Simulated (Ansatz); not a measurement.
Harmonic frequencies (cm⁻¹) at PBE0-D4/def2-TZVP from Ansatz: 242, 308, 361, 642, 690, 796, 884, 966, 1006, 1183, 1279, 1457, 2699, 2748, 3174.

Each molecule was computed in one conformer, which needn't be the lowest.

(1) Which molecule is it?
A. `OB1CS1`
B. `B1OCS1`
C. `SB1CO1`
D. `SC1BO1`

Answers

(1) D.
